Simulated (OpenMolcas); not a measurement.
Ions of charge +2 along the 3d row with 4 oxide ligands in tetrahedral coordination

| Item | Value |
| --- | --- |
| Program | OpenMolcas 26.06 |
| Method | SS-CASPT2, IPEA 0.25 Eh, imaginary shift 0.1 Eh |
| Spin-orbit coupling | RASSI with atomic mean-field integrals over the reference wave functions |

The d shell is active; CASPT2 correlates the ligand valence shells and the outer metal core. Anionic complexes are neutralised by point charges behind the ligands. Distances were set from a Shannon-type radius of the metal (high-spin where two are listed) plus a fixed donor radius (O 1.38 Å). Ligand basis ANO-RCC-VDZP, DKH2 Hamiltonian. States (labels of Td). Energies in cm-1 above the lowest state or level, χT in cm3 K/mol; under a threefold ground state the first gap can be a small split of the lowest multiplet, not the spin-orbit step; 10Dq is the gap between the two states; 10Dq is negative for this site. Spin-only χT is S(S+1) / 2 for the spin of the ground state.

| Ion | Shell | R (Å) | Metal basis | Outer charge (e at Å behind ligand) | Ground state | First state of that spin | 10Dq | First gap with spin-orbit (degeneracies) | χT at 300 K | First state of another spin | Spin-only χT |
| --- | --- | --- | --- | --- | --- | --- | --- | --- | --- | --- | --- |
| Ti2+ | 3d2 | 2.11 | ANO-RCC-VDZP | 1.5 at 3.2 | 3A2 | 3T2 1930 |  | 1900 (3, 1) | 1.057 | 1E 8090 | 1.000 |
| Cr2+ | 3d4 | 2.05 | ANO-RCC-VTZP | 1.5 at 2.4 | 5T2 | 5E 2310 |  | 21 (1, 3) | 2.611 | 3T1 15090 | 3.000 |
| Ni2+ | 3d8 | 1.93 | ANO-RCC-VDZP | 1.5 at 2.4 | 3T1 | 3T2 1610 |  | 300 (1, 3) | 2.787 | 1T2 11460 | 1.000 |
| Cu2+ | 3d9 | 1.95 | ANO-RCC-VTZP | 1.5 at 2.4 | 2T2 | 2E 3020 | -3017 | 870 (2, 4) | 0.829 |  | 0.375 |

The rows also differ in their metal basis and outer charges, so part of each step comes from that.

Every ion keeps the highest spin of its shell. χT departs most from the spin-only value for Ni2+, by +1.787 cm3 K/mol.

Roots that are degenerate in the reference are averaged as groups; the widest CASPT2 spread within a group is 840 cm-1 (the 3-fold group of multiplicity 3 near 40000 cm-1 above the lowest state of its run, Cr2+). Shifts and gaps below about the spread of the groups concerned are not significant. Over all roots computed the reference weight is 0.70 to 0.72 in Ti2+, 0.67 to 0.70 in Cr2+, 0.69 to 0.72 in Ni2+, 0.71 in Cu2+; a low but even weight reflects the number of correlated electrons. The oxide ions are held by bare point charges, a crude embedding. Ligand-to-metal charge-transfer states are missing. With one d shell and no ligand orbital active, 10Dq can be off by tens of per cent for divalent 3d ions, low with halides held by bare charges and at times high in hosts. These CASPT2 states fit no ligand-field parameters well, so their order and spin gaps are uncertain (holds for Ti2+; Cr2+; Ni2+). With no ligand orbital active B as a rule stays too high, so bands that hang on it stand too high and its fall with covalency is understated (holds for Ti2+; Cr2+). An orbital triplet at a regular site is open to Jahn-Teller coupling, which can distort the site and quench the lowest spin-orbit gaps and is left out (holds for Cr2+; Ni2+; Cu2+). Free-ion shares, where given, are those of the reference states; single-state CASPT2 does not remix them (holds for Cr2+; Ni2+; Cu2+). A single d shell leaves out the double-shell effect, which counts most for late 3d ions, where the CASPT2 field can be off either way by tens of per cent (holds for Ni2+; Cu2+). With oxide or sulfide held by bare charges the field of late divalent 3d ions can come out several times too small, and g and χT far too large (holds for Ni2+; Cu2+). For late 3d ions with one d shell CASPT2 can put B and the spin-flip bands somewhat low as well as high (holds for Ni2+). No measured value stands beside these numbers; the geometry was imposed, not optimised, and the real ion may take another.
